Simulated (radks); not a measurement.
Results of a calculation; reference values are marked as such.
Task: These are the eigenvalues of the occupied orbitals of an atom or ion with whole-number occupations (hartree). Code: a radial shooting solver on a logarithmic mesh with Libxc functionals. Model: Dirac Kohn-Sham, LB94 model potential, spin-unpolarised, spherical densities, finite nucleus; Fermi nuclear charge, rms radius of each element as measured or else 0.836 A^(1/3) + 0.57 fm.

| orbital | eigenvalue |
|---|---|
| 1s1/2 | -1430.562 |
| 2s1/2 | -273.0217 |
| 2p1/2 | -261.0248 |
| 2p3/2 | -246.7238 |
| 3s1/2 | -94.74096 |
| 3p1/2 | -89.92074 |
| 3p3/2 | -86.78615 |
| 3d3/2 | -78.91757 |
| 3d5/2 | -78.20037 |

Which element is it, and in what charge state? The configuration may be excited. Open shells, if any, fill j = l - 1/2 first.

Result: Z = 56, barium, charge +33: Ba33+ in [Ar] 3d5. The list shows which subshells hold electrons but not how many an open one holds; the 1s level, -1430.6 hartree, gives Z - s = 53.5 by -(Z - s)^2/2, which with screening and relativity narrows Z to a few neighbours, and the depths of the outer levels then fix element, charge and occupations together.
